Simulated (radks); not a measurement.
Fractional charge and spin in the 5s shell of cerium: the spin-up occupation runs from 0 to 1 and the spin-down occupation from 0 to 1; the fullest corner is Ce2+, [Kr] 4d10 4f(up 1, down 1) 5p6 5s(up 1, down 1). Calculated with a radial shooting solver on a logarithmic mesh with Libxc functionals: scalar-relativistic Kohn-Sham, LDA (Slater exchange, Perdew-Wang correlation), spin-polarised, spherical densities, finite nucleus; Fermi nuclear charge, rms radius of each element as measured or else 0.836 A^(1/3) + 0.57 fm. Energy (eV) above the fullest corner. The planes named below are the two flat planes that join the four corners, with an edge along up + down = one added electron.

down \ up        0     0.25     0.5    0.75       1
0          126.239  107.525  89.641  72.579  56.329
0.25       107.525   89.693  72.681  56.481  41.082
0.5         89.641   72.681  56.532  41.181  26.619
0.75        72.579   56.481  41.181  26.668  12.930
1           56.329   41.082  26.619  12.930   0.000

Corners above the fullest one (they belong to Ce3+ and the next ion): (up 1, down 0) 56.329 eV, (up 0, down 1) 56.329 eV, (up 0, down 0) 126.24 eV. With half an added electron in each spin the energy lies 0.202 eV from the planes, and with half an added electron in spin up alone -1.644 eV. The planes are only a guide here: the flat-plane condition holds for ground states with one frontier orbital, while this shell lies below other occupied shells, so the corners above the fullest one are inner-hole states and not the ground states of those ions.
